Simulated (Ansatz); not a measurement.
**Forces away from equilibrium**

AlGeH$_{4}$, doublet, displaced at random from a GFN2-xTB minimum.

```
6
angstrom
Al -0.0552 -0.6223 -0.0487
Ge -0.2358 1.8616 -0.2904
H 0.8127 -1.6257 0.7740
H -1.2918 -1.1517 -0.5735
H 0.9949 0.6522 -0.9509
H -0.0810 0.8092 1.2064
```

Computed with Ansatz 0.2.0 (basis: def2-TZVPP); correlated methods freeze the cores; orbitals are unrestricted. Filled d shells of the heavier atoms are correlated. The def2 sets are not built for correlating such inner shells, so the correlated values are less sure here.

CCSD(T) forces from the calculation:
```csv
atom,Fx,Fy,Fz (eV/Å)
Al1,2.085,0.575,1.387
Ge2,0.664,0.009,0.409
H3,0.445,-0.094,0.014
H4,-2.085,-0.736,-1.124
H5,-0.931,0.039,0.530
H6,-0.179,0.207,-1.216
```

Root-mean-square difference of the force components from those of CCSD(T): PBE0-D4 0.059; wB97M-V 0.051; r2SCAN-D4 0.071; PBE-D4 0.130; BLYP-D4 0.143; SPW92 0.164 eV/Å.

No T1 diagnostic of these runs exceeds 0.015. ⟨S²⟩ of the unrestricted Hartree–Fock references: 0.77 (a pure state has 0.75).

For scale, one of the runs: CCSD(T)/def2-TZVPP forces, 146 basis functions (an equivalent command: `ansatz run in.yaml --threads 4`). Time: 3.2 min of wall clock on 4 CPU threads; the host was shared. Peak host memory: 3.4 GiB.
